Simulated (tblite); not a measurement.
Compound: C6H9BGeO.
Structure used (GFN2-xTB), in Å, numbered top down from 1:
```xyz
18
C6H9BGeO angstrom
Ge     3.3433   -0.2814   -0.2926
O      1.7490   -0.9776   -0.0253
C      0.5163   -0.4177   -0.1664
C      0.3572    0.8778   -0.5704
B     -0.9079    1.6752   -0.8019
C     -2.3138    1.1119   -0.6009
C     -2.6889   -0.1291   -0.1893
C     -1.8638   -1.2278    0.1534
C     -0.5097   -1.3506    0.1600
H      3.4837    0.1533   -1.7229
H      3.5666    0.8667    0.6482
H      4.1642   -1.4787    0.0386
H      1.3088    1.3837   -0.7510
H     -0.7993    2.7903   -1.1590
H     -3.1448    1.7807   -0.8080
H     -3.7520   -0.3398   -0.1039
H     -2.4072   -2.1170    0.4552
H     -0.1103   -2.3135    0.4595
```

All values are computed: GFN2-xTB (tblite) harmonic vibrations without scaling, gas phase. Errors from tens to a few hundred cm⁻¹ against measured bands are possible. Modes of hydrogen on boron and germanium can be 10 to 20 % off. One conformer, not necessarily the lowest.

Harmonic wavenumbers (cm⁻¹): 49.8, 100.0, 108.8, 150.9, 204.4, 248.8, 283.1, 372.7, 405.1, 468.0, 526.9, 546.9, 573.1, 624.1, 683.1, 713.1, 755.8, 780.2, 790.0, 803.4, 817.7, 829.0, 860.5, 881.2, 923.5, 948.3, 973.7, 1006.9, 1085.9, 1160.7, 1245.5, 1274.6, 1298.2, 1327.2, 1391.8, 1447.9, 1484.8, 1568.4, 1615.3, 1942.9, 2005.4, 2094.8, 2593.2, 2929.4, 2996.2, 3016.5, 3033.1, 3049.9.

A = 3387, B = 519.9, C = 453.2 MHz; mass 181.996 u (most abundant isotopes); point group Cs, symmetry number 1.

Task: What is the zero-point energy?

Result: ½Σν̃ = 27495 cm⁻¹ = 328.92 kJ/mol.

Task: Entropy at 273.15 K, 1 bar (ideal gas, RRHO, classical rotation)?

Result: Translation 171.94, rotation 126.01, vibration 103.21: S = 401.2 J/(mol K).

Task: And Cp and H(273.15 K) − H(0)?

Result: Cp = 154.10 J/(mol K), of which vibrations give 120.84 (their classical limit is 48 R = 399.1); H(273.15 K) − H(0) = 24.66 kJ/mol without the zero-point energy, 15.58 from vibrations.

Task: Blend soft modes into free rotors: weight 1/[1 + (100 cm⁻¹/ν̃)⁴] for the oscillator and the rest for a rotor with moment μB/(μ + B), μ = h/(8π²ν), B = 10⁻⁴⁴ kg m². What vibrational entropy results?

Result: 96.71 J/(mol K) in place of 103.21, which changes −T·S at 273.15 K by +1.78 kJ/mol.

Task: Which modes carry the vibrational entropy at 273.15 K?

Result: 49.8 cm⁻¹: 19.46; 100.0 cm⁻¹: 13.74; 108.8 cm⁻¹: 13.06; 150.9 cm⁻¹: 10.44; 204.4 cm⁻¹: 8.09; 248.8 cm⁻¹: 6.64 J/(mol K); the other 42 give 31.79 together.

Task: What must be added to the electronic energy to get the Gibbs energy at 273.15 K and 1 bar?

Result: ZPE + [H(273.15 K) − H(0)] − T·S = 328.92 + 24.66 − 109.58 = 244.00 kJ/mol.

Task: How do the functions run with temperature in this model?

Result: 
| T (K) | S (J/(mol K)) | Cp (J/(mol K)) | H − H(0) (kJ/mol) | G − H(0) (kJ/mol) | ln q(vib) |
| --- | --- | --- | --- | --- | --- |
| 150 | 328.6 | 94.9 | 9.38 | -39.90 | 2.56 |
| 250 | 388.0 | 142.8 | 21.23 | -75.78 | 4.98 |
| 298.15 | 415.2 | 166.1 | 28.67 | -95.12 | 6.18 |
| 400 | 470.3 | 210.2 | 47.90 | -140.24 | 8.81 |
| 600 | 568.5 | 273.7 | 96.76 | -244.36 | 14.00 |
| 900 | 691.4 | 330.7 | 188.26 | -434.02 | 21.40 |

q(vib) and H(0) count from the zero-point level.

Hindered rotation and anharmonicity are outside this model. Other conformers, if any are populated, would add a mixing term that is left out.

On an Arm Neoverse N1 with one thread, no GPU, shared host with 64 logical CPUs at a one-minute load of 54, this took 1.2 s of wall time. This covers the Hessian and the dipole derivatives.
